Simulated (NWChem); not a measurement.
System: germanium monotelluride (GeTe, singlet); SMILES [Ge]=[Te]

Output (shortened):

```
             Northwest Computational Chemistry Package (NWChem) 7.3.0
             --------------------------------------------------------

 ORDER OF PRIMARY AXIS IS BEING SET TO 4
 C4V symmetry detected

                             Geometry "geometry" -> ""
                             -------------------------

 Output coordinates in angstroms (scale by  1.889725989 to convert to a.u.)

  No.       Tag          Charge          X              Y              Z
 ---- ---------------- ---------- -------------- -------------- --------------
    1 Ge                  32.0000     0.00000000     0.00000000     1.47063119
    2 Te                  52.0000     0.00000000     0.00000000    -0.90500381

 Effective nuclear repulsion energy (a.u.)     370.6591889476

      Symmetry information
      --------------------

 Group name             C4v
 Group number             18
 Group order               8
 No. of unique centers     2

 Summary of "ao basis" -> "ao basis" (spherical)
 ------------------------------------------------------------------------------
       Tag                 Description            Shells   Functions and Types
 ---------------- ------------------------------  ------  ---------------------
 Ge                         def2-svp                12       32   5s4p3d
 Te                         def2-svp                10       26   4s4p2d

      Symmetry analysis of basis
      --------------------------

        a1         22
        a2          0
        b1          5
        b2          5
        e          26

            General Information
            -------------------
          SCF calculation type: DFT
          Wavefunction type:  closed shell.
          No. of atoms     :     2
          No. of electrons :    56
           Alpha electrons :    28
            Beta electrons :    28
          Charge           :     0
          Spin multiplicity:     1
          Use of symmetry is: on ; symmetry adaption is: on
          Maximum number of iterations: 150
          AO basis - number of functions:    58
                     number of shells:    22
          Convergence on energy requested:  1.00D-06
          Convergence on density requested:  1.00D-05
          Convergence on gradient requested:  5.00D-04

              XC Information
              --------------
          PerdewBurkeErnzerhof Exchange Functional  1.000
            Perdew 1991 LDA Correlation Functional  1.000 local
           PerdewBurkeErnz. Correlation Functional  1.000 non-local

             Grid Information
             ----------------
          Grid used for XC integration:  medium
          Radial quadrature: Mura-Knowles
          Angular quadrature: Lebedev.
          Tag              B.-S. Rad. Rad. Pts. Rad. Cut. Ang. Pts.
          ---              ---------- --------- --------- ---------
          Ge                  1.25      112           9.0       590
          Te                  1.40      123          10.0       590
          Grid pruning is: on
          Number of quadrature shells:   235
          Spatial weights used:  Erf1

      Superposition of Atomic Density Guess
      -------------------------------------

 Sum of atomic energies:       -2386.26720878

      Non-variational initial energy
      ------------------------------

 Total energy =   -2342.126564
 1-e energy   =   -3703.084612
 2-e energy   =    1189.884576
 HOMO         =      -0.255563
 LUMO         =      -0.047259

      Symmetry analysis of molecular orbitals - initial
      -------------------------------------------------

 !! scf_movecs_sym_adapt:   10 vectors were symmetry contaminated

  Symmetry fudging

 !! scf_movecs_sym_adapt:   10 vectors were symmetry contaminated

  Numbering of irreducible representations:

     1 a1          2 a2          3 b1          4 b2          5 e

  Orbital symmetries:

     1 a1          2 a1          3 a1          4 e           5 e
     6 a1          7 a1          8 a1          9 e          10 e
    11 a1         12 e          13 e          14 a1         15 e
    16 e          17 b2         18 b1         19 a1         20 e
    21 e          22 b2         23 b1         24 a1         25 a1
    26 e          27 e          28 a1         29 e          30 e
    31 a1         32 a1         33 a1         34 e          35 e
    36 a1         37 b1         38 b2

     ---------------------------------------------
      Total Density - Mulliken Population Analysis
     ---------------------------------------------

    Atom       Charge   Shell Charges
 -----------   ------   -------------------------------------------------------
    1 Ge  32    31.19   2.00  2.00  2.00  1.37  0.59  6.00  5.98  0.57  0.65  8.14  1.80  0.11
    2 Te  24    24.81   1.77  0.27  1.23  0.66  2.86  3.17  2.33  2.48  9.85  0.18

   convergence    iter        energy       DeltaE   RMS-Dens  Diis-err
 ---------------- ----- ----------------- --------- --------- ---------
 d= 0,ls=0.0,diis     1  -2344.3969336989 -2.52D+03  4.79D-02  3.52D-01
 d= 0,ls=0.0,diis     2  -2343.0728112169  1.32D+00  4.06D-02  4.71D+00

 !! scf_movecs_sym_adapt:    2 vectors were symmetry contaminated

  Symmetry fudging
 d= 0,ls=0.0,diis     3  -2344.4699411178 -1.40D+00  3.11D-03  9.95D-02
 d= 0,ls=0.0,diis     4  -2344.4764080830 -6.47D-03  1.87D-03  8.84D-03
 d= 0,ls=0.0,diis     5  -2344.4781022635 -1.69D-03  5.23D-04  5.72D-04
  Resetting Diis
 d= 0,ls=0.0,diis     6  -2344.4782360160 -1.34D-04  1.09D-04  1.88D-05
 d= 0,ls=0.0,diis     7  -2344.4782386561 -2.64D-06  4.77D-05  1.05D-06
 d= 0,ls=0.0,diis     8  -2344.4782377521  9.04D-07  5.79D-05  5.23D-06
 d= 0,ls=0.0,diis     9  -2344.4782383261 -5.74D-07  2.69D-05  2.16D-06
 d= 0,ls=0.0,diis    10  -2344.4782388496 -5.24D-07  8.71D-07  3.15D-09

         Total DFT energy =    -2344.478238849598
      One electron energy =    -3702.452556328466
           Coulomb energy =     1286.340656811150
    Exchange-Corr. energy =      -99.439811154245
 Nuclear repulsion energy =      171.073471821963

 Numeric. integr. density =       56.000000049028

                  Occupations of the irreducible representations
                  ----------------------------------------------

                     irrep           alpha         beta
                     --------     --------     --------
                     a1               12.0         12.0
                     a2                0.0          0.0
                     b1                2.0          2.0
                     b2                2.0          2.0
                     e                12.0         12.0

                       DFT Final Molecular Orbital Analysis
                       ------------------------------------

 Vector   26  Occ=2.000000D+00  E=-2.326140D-01  Symmetry=a1
              MO Center=  2.0D-17, -1.3D-16,  3.9D-01, r^2= 4.3D+00
   Bfn.  Coefficient  Atom+Function         Bfn.  Coefficient  Atom+Function
  ----- ------------  ---------------      ----- ------------  ---------------
    45      0.466237  2 Te pz                14     -0.350359  1 Ge pz
    48      0.349126  2 Te pz                 4     -0.269485  1 Ge s
     5     -0.259765  1 Ge s                 17     -0.241218  1 Ge pz
    11      0.194529  1 Ge pz                42     -0.183296  2 Te pz
     3      0.159368  1 Ge s                 39     -0.143374  2 Te pz

 Vector   27  Occ=2.000000D+00  E=-2.234836D-01  Symmetry=e
              MO Center= -5.2D-16, -5.6D-16, -2.6D-01, r^2= 3.1D+00
   Bfn.  Coefficient  Atom+Function         Bfn.  Coefficient  Atom+Function
  ----- ------------  ---------------      ----- ------------  ---------------
    44      0.498755  2 Te py                47      0.429455  2 Te py
    13      0.244304  1 Ge py                16      0.235803  1 Ge py
    41     -0.197851  2 Te py                38     -0.154672  2 Te py
    10     -0.135054  1 Ge py                 7      0.043835  1 Ge py
    29     -0.043933  1 Ge d -1              55      0.037278  2 Te d -1

 Vector   28  Occ=2.000000D+00  E=-2.234836D-01  Symmetry=e
              MO Center= -5.6D-16, -4.6D-16, -2.6D-01, r^2= 3.1D+00
   Bfn.  Coefficient  Atom+Function         Bfn.  Coefficient  Atom+Function
  ----- ------------  ---------------      ----- ------------  ---------------
    43      0.498755  2 Te px                46      0.429455  2 Te px
    12      0.244304  1 Ge px                15      0.235803  1 Ge px
    40     -0.197851  2 Te px                37     -0.154672  2 Te px
     9     -0.135054  1 Ge px                 6      0.043835  1 Ge px
    31      0.043933  1 Ge d  1              57     -0.037278  2 Te d  1

 Vector   29  Occ=0.000000D+00  E=-1.200448D-01  Symmetry=e
              MO Center= -3.8D-16, -3.1D-16,  8.1D-01, r^2= 4.0D+00
   Bfn.  Coefficient  Atom+Function         Bfn.  Coefficient  Atom+Function
  ----- ------------  ---------------      ----- ------------  ---------------
    16      0.490879  1 Ge py                15     -0.370866  1 Ge px
    13      0.354492  1 Ge py                47     -0.330532  2 Te py
    12     -0.267824  1 Ge px                44     -0.262357  2 Te py
    46      0.249721  2 Te px                43      0.198215  2 Te px
    10     -0.190585  1 Ge py                 9      0.143990  1 Ge px

 Vector   30  Occ=0.000000D+00  E=-1.200448D-01  Symmetry=e
              MO Center= -1.5D-16,  2.0D-16,  8.1D-01, r^2= 4.0D+00
   Bfn.  Coefficient  Atom+Function         Bfn.  Coefficient  Atom+Function
  ----- ------------  ---------------      ----- ------------  ---------------
    15      0.490879  1 Ge px                16      0.370866  1 Ge py
    12      0.354492  1 Ge px                46     -0.330532  2 Te px
    13      0.267824  1 Ge py                43     -0.262357  2 Te px
    47     -0.249721  2 Te py                44     -0.198215  2 Te py
     9     -0.190585  1 Ge px                10     -0.143990  1 Ge py

 Vector   31  Occ=0.000000D+00  E=-3.865818D-03  Symmetry=a1
              MO Center= -4.1D-16, -1.2D-16,  5.1D-01, r^2= 5.9D+00
   Bfn.  Coefficient  Atom+Function         Bfn.  Coefficient  Atom+Function
  ----- ------------  ---------------      ----- ------------  ---------------
    17      1.126870  1 Ge pz                48      1.031606  2 Te pz
    36      0.745851  2 Te s                  5     -0.534006  1 Ge s
     4     -0.434096  1 Ge s                 14      0.331515  1 Ge pz
    35      0.287281  2 Te s                 45      0.281837  2 Te pz
     3      0.188297  1 Ge s                 11     -0.181355  1 Ge pz

     ---------------------------------------------
      Total Density - Mulliken Population Analysis
     ---------------------------------------------

    Atom       Charge   Shell Charges
 -----------   ------   -------------------------------------------------------
    1 Ge  32    31.87   2.00  2.00  2.00  1.54  0.42  6.00  5.97  0.97  0.92  8.07  1.82  0.18
    2 Te  24    24.13   1.77  0.28  1.36  0.52  2.89  3.15  2.15  1.98  9.80  0.24

     -------------------------------------------
      Total Density - Lowdin Population Analysis
     -------------------------------------------

    Atom       Charge   Shell Charges
 -----------   ------   -------------------------------------------------------
    1 Ge  32    32.00   2.00  2.00  1.97  1.18  0.66  5.99  5.80  1.09  1.18  7.77  2.05  0.31
    2 Te  24    24.00   1.24  0.75  1.05  0.75  2.74  3.18  2.07  2.17  9.54  0.52

     Multipole analysis of the density
     ---------------------------------

     L   x y z        total         alpha         beta         nuclear
     -   - - -        -----         -----         ----         -------
     0   0 0 0     -0.000000    -28.000000    -28.000000     56.000000

     1   1 0 0     -0.000000     -0.000000     -0.000000      0.000000
     1   0 1 0     -0.000000     -0.000000     -0.000000      0.000000
     1   0 0 1      0.400377    -23.742741    -23.742741     47.885858

     2   2 0 0    -32.343988    -16.171994    -16.171994      0.000000
     2   1 1 0     -0.000000     -0.000000     -0.000000      0.000000
     2   1 0 1      0.000000      0.000000      0.000000      0.000000
     2   0 2 0    -32.343988    -16.171994    -16.171994      0.000000
     2   0 1 1      0.000000      0.000000      0.000000      0.000000
     2   0 0 2    -31.166850   -174.254670   -174.254670    317.342490

            General Information
            -------------------
          SCF calculation type: DFT
          Wavefunction type:  closed shell.
          No. of atoms     :     2
          No. of electrons :    56
           Alpha electrons :    28
            Beta electrons :    28
          Charge           :     0
          Spin multiplicity:     1
          Use of symmetry is: on ; symmetry adaption is: on
          Maximum number of iterations: 150
          AO basis - number of functions:    58
                     number of shells:    22
          Convergence on energy requested:  1.00D-06
          Convergence on density requested:  1.00D-05
          Convergence on gradient requested:  5.00D-04

              XC Information
              --------------
          PerdewBurkeErnzerhof Exchange Functional  1.000
            Perdew 1991 LDA Correlation Functional  1.000 local
           PerdewBurkeErnz. Correlation Functional  1.000 non-local

             Grid Information
             ----------------
          Grid used for XC integration:  medium
          Radial quadrature: Mura-Knowles
          Angular quadrature: Lebedev.
          Tag              B.-S. Rad. Rad. Pts. Rad. Cut. Ang. Pts.
          ---              ---------- --------- --------- ---------
          Ge                  1.25      112           9.0       590
          Te                  1.40      123          10.0       590
          Grid pruning is: on
          Number of quadrature shells:   235
          Spatial weights used:  Erf1

          Convergence Information
          -----------------------
          Convergence aids based upon iterative change in
          total energy or number of iterations.
          Levelshifting, if invoked, occurs when the
          HOMO/LUMO gap drops below (HL_TOL):  1.00D-02
          DIIS, if invoked, will attempt to extrapolate
          using up to (NFOCK): 10 stored Fock matrices.

                    Damping( 0%)  Levelshifting(0.5)       DIIS
                  --------------- ------------------- ---------------
          dE  on:    start            ASAP                start
          dE off:    2 iters        150 iters           150 iters

                            NWChem DFT Gradient Module
                            --------------------------

  charge          =   0.00
  wavefunction    = closed shell

  Using symmetry

                         DFT ENERGY GRADIENTS

    atom               coordinates                        gradient
                 x          y          z           x          y          z
   1 Ge      0.000000   0.000000   2.779090    0.000000   0.000000  -0.000036
   2 Te      0.000000   0.000000  -1.710209    0.000000   0.000000   0.000036
```

Level: PBE/def2-SVP with def2 effective core potentials on Te. Low-valent species are run as closed-shell singlets; no triplet was tried in these runs. Coordinates come from a PBE-D3(BJ)/def2-SVP optimisation. def2 effective core potentials on Te; no spin-orbit coupling.

**Question.** Write an input that gives this output.

**Answer.** Several could match; the one computed here: the input that was run:
```
start job
memory heap 200 mb stack 900 mb global 1100 mb
geometry units angstroms noautoz
  Ge     0.000000     0.000000     1.468237
  Te     0.000000     0.000000    -0.907398
end
basis spherical
  Ge library def2-svp
  Te library def2-svp
end
ecp
  Te library def2-ecp
end
dft
  xc xpbe96 cpbe96
  iterations 150
  mulliken
end
task dft gradient
```
